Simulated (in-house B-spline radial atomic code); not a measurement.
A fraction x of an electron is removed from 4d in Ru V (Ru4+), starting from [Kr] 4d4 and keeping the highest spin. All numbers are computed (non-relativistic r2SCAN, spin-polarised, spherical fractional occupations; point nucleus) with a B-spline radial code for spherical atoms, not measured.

| x | E(x) - E(0) (eV) | 4d up level (eV) |
| --- | --- | --- |
| 0 | 0.0000 | -54.303 |
| 0.02 | 1.0891 | -54.603 |
| 0.15 | 8.3144 | -56.558 |
| 0.26 | 14.6273 | -58.225 |
| 0.43 | 24.7459 | -60.821 |
| 0.5 | 29.0410 | -61.898 |
| 0.59 | 34.6744 | -63.289 |
| 0.74 | 44.3424 | -65.621 |
| 0.84 | 50.9827 | -67.187 |
| 0.89 | 54.3617 | -67.973 |
| 1 | 61.9341 | -69.708 |

The exact functional would give a straight line between the two integer points. Deviations E(x) - E(0) - x[E(1) - E(0)], in eV: -0.15 at x = 0.02, -0.976 at x = 0.15, -1.476 at x = 0.26, -1.886 at x = 0.43, -1.926 at x = 0.5, -1.867 at x = 0.59, -1.489 at x = 0.74, -1.042 at x = 0.84, -0.76 at x = 0.89.

The curve lies below the straight line by up to 1.926 eV (at x = 0.5): convex, the delocalisation error that favours fractional charges.

(1) How well does Slater's transition state (minus the level at half occupation) give the ionisation energy?

Results:

(1) It gives 61.898 eV against 61.934 eV from the two total energies; NIST lists 59.00 eV, ground level to ground level.
